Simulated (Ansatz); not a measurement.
Consider the isomerisation: `CSS[SiH2][SiH3]` → `[SiH3][SiH2]SCS`.

Isolated molecules relaxed with PBE0-D4/def2-TZVP in Ansatz; ΔE leaves out vibrations. CCSD(T)/CBS adds triple-zeta CCSD(T) − MP2 to the extrapolated MP2 energy (def2 sets, frozen cores). DFT in def2-TZVPP. Each species was taken in one conformer, which may not be the lowest.

```tsv
species	r2SCAN-D4 energy (Eh)
`CSS[SiH2][SiH3]`	-1418.23910
`[SiH3][SiH2]SCS`	-1418.22768
```

Q: Work out ΔE.

A: ΔE = (-1418.22768) − (-1418.23910) = 0.01142 Eh = +0.31 eV. CCSD(T)/CBS gives +0.27 eV.

Largest T1 diagnostic among the species: 0.013.

The D4 term adds −0.04 eV with B3LYP and −0.02 eV with PBE0; it sums over pairs of atoms, weighted by their polarisabilities, and B3LYP, whose exchange is more repulsive, gets the larger term. In def2-TZVPP, CCSD(T) changes the Hartree–Fock value by −0.09 eV (the triples alone add −0.00 eV) and MP2 by −0.09 eV.

B3LYP here is the variant with VWN-RPA as its local correlation; programs differ in this.
